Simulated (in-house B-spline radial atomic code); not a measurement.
**Ionising the nitrogen ion N⁺ with different functionals**

Computed with an all-electron radial atomic-structure program (B-spline basis): scalar-relativistic (spin-free X2C) Hamiltonian, Fermi nucleus of rms radius 2.5582 fm, spin-polarised at highest spin, spherical fractional occupations for the functionals, the average over the highest-spin determinants for Hartree-Fock. The ionisation energy is the difference of two self-consistent energies, [He] 2s2 2p2 → [He] 2s2 2p1, without Breit or QED terms; ε is the level of the shell that loses the electron (its least bound occupied spin orbital).

Hybrids are left out here: with spherical fractional occupations of an open shell their exact exchange keeps a self-interaction that integer-occupation calculations don't have.

```
           method          rung  ΔSCF (eV)  -ε(2p) (eV)
     Hartree-Fock  Hartree-Fock      29.21        30.27
         LDA VWN5           LDA      30.17        22.12
         LDA PW92           LDA      30.16        22.11
LDA exchange-only           LDA      28.96        21.02
              PBE           GGA      30.08        22.03
           PBEsol           GGA      29.99        21.96
             BLYP           GGA      30.03        21.91
             RPBE           GGA      30.03        21.99
             PW91           GGA      30.19        22.13
             BP86           GGA      30.12        22.07
             AM05           GGA      29.98        21.95
             OLYP           GGA      30.06        22.00
             TPSS      meta-GGA      30.16        22.17
             SCAN      meta-GGA      30.40        22.54
           r2SCAN      meta-GGA      30.38        22.52
          revTPSS      meta-GGA      30.06        22.09
```

Problem. How do they compare with the NIST value?

Solution. NIST lists 29.601 eV (semi-empirical, ground level to ground level). Errors run from -0.64 to +0.80 eV; AM05 is closest (+0.37 eV), but part of that can be cancellation, since the calculations leave out spin-orbit coupling, Breit-QED terms, multiplet and fine-structure energies. Hartree-Fock also lacks correlation.
